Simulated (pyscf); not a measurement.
Optimised with ωB97X-D3(BJ)/def2-SVP in PySCF. MP2 and CC: frozen core, UHF for open shells. ΔMP2 is the change of the MP2 total energy from the triple- to the quadruple-zeta basis.

Question: How much does it cost (ΔH, 298 K, CCSD(T)/def2-TZVPP + ΔMP2(QZVPP)) to split HC≡C–CH₂–Br at its Br–C bond into •HC=C=CH₂ + Br•?

Answer: Br–C to •HC=C=CH₂ + Br•: 2.64 eV. The radicals are drawn with the spin at the cut bond; how far it spreads was not checked. Other isomers of •HC=C=CH₂ were not searched in full and may lie lower. The CCSD(T) − MP2 part came from Ansatz, without density fitting, on the same reference. A UHF reference is spin-contaminated (<S²> up to 0.98), which harms MP2 most. The frozen core leaves the outer d or s,p core shells of the metals and heavy elements correlated in the MP2 and CC values, and def2-TZVPP describes them poorly, which can shift differences by a few kcal/mol. Left out: the spin-orbit lowering of Br, which is large for Br, Se, Te and I. Elements up to Kr have no core potential and no relativistic terms here.
